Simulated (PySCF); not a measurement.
## Vertical excitation energies

Te(GeH3)2.
SMILES: `[GeH3][Te][GeH3]`

Theory: TDDFT CAM-B3LYP/def2-SVPD, vertical, gas phase, core orbitals frozen in the response, def2 core potentials past Kr in PySCF 2.14.0, density-fitted response routines. Geometry: PBE0-D3(BJ)/def2-SVP; no solvent, vibrations or thermal averaging. Spin–orbit coupling is left out.

| state | E (eV) | E (hartree) | f | symmetry | main configurations (H = HOMO, L = LUMO) |
| --- | --- | --- | --- | --- | --- |
| S1 | 3.96 | 0.1456 | 0.0000 | – | H→L (94%) |
| S2 | 4.52 | 0.1659 | 0.018 | B | H→L+1 (95%) |
| S3 | 5.63 | 0.2070 | 0.021 | B | H→L+2 (96%) |
| S4 | 5.73 | 0.2105 | 0.0021 | B | H→L+3 (86%), H→L+5 (8%) |
| S5 | 5.99 | 0.2201 | 0.013 | B | H-1→L (55%), H→L+7 (39%) |
| S6 | 6.42 | 0.2358 | 0.050 | A | H-1→L+1 (59%), H-2→L (35%) |
| S7 | 6.46 | 0.2375 | 0.028 | B | H→L+7 (42%), H-2→L+1 (27%), H-1→L (23%) |
| S8 | 6.54 | 0.2402 | 0.0073 | A | H→L+6 (82%), H→L+4 (10%) |
| S9 | 6.57 | 0.2415 | 0.125 | A | H→L+4 (77%), H→L+6 (10%) |
| S10 | 6.58 | 0.2418 | 0.027 | B | H→L+5 (84%), H→L+3 (8%) |
| S11 | 6.74 | 0.2478 | 0.027 | A | H→L+8 (31%), H-2→L (30%), H-1→L+1 (17%) |
| S12 | 7.10 | 0.2609 | 0.775 | B | H-2→L+1 (60%), H-1→L (14%), H→L+7 (11%) |
| S13 | 7.15 | 0.2629 | 0.137 | A | H→L+8 (53%), H→L+9 (11%), H-2→L (10%) |
| S14 | 7.35 | 0.2700 | 0.0079 | A | H→L+9 (55%), H-1→L+2 (19%) |
| S15 | 7.36 | 0.2706 | 0.098 | B | H→L+10 (79%) |

Triplets, Tamm–Dancoff:

```
state  E (eV)  λ (nm)  main configurations (H = HOMO, L = LUMO)
   T1    3.60   344.3                                 H→L (93%)
   T2    4.05   306.2                               H→L+1 (92%)
   T3    5.20   238.5                               H-1→L (82%)
   T4    5.40   229.6                  H→L+2 (73%), H→L+3 (19%)
```

The lowest singlet lies at 3.96 eV (313 nm, ultraviolet) and is dark (f under 0.0005); its leading configuration is HOMO→LUMO (94%). The strongest level in the table is S12 at 7.10 eV (175 nm, f = 0.775). S9/S10 lie within about 0.01 eV of each other. Löwdin shares by element: HOMO tellurium 78%, germanium 17%; LUMO tellurium 50%, germanium 30%, hydrogen 4% or more (atoms not listed hold the other 16%). Weighted by f, the mean energy of these states is 6.95 eV. The listed states span 3.40 eV, and the widest gap between neighbours is 1.12 eV (S2 to S3). Of the 15 states listed, 11 reach f = 0.01 and 1 stays under 0.0005. All these states lie below the vertical ionisation energy of 8.24 eV (ΔSCF). Symmetry labels in C2 follow from the direction of the transition dipole and are given only for states with f of 0.002 or more. Singlets were solved by full linear response, triplets in the Tamm–Dancoff approximation.

Time: 2.4 min (with the writing of density and orbital grids); peak memory 0.79 GiB. Hardware: one thread, Intel Xeon at 2.50 GHz (x86_64), shared host with 64 logical CPUs at a one-minute load of 49.
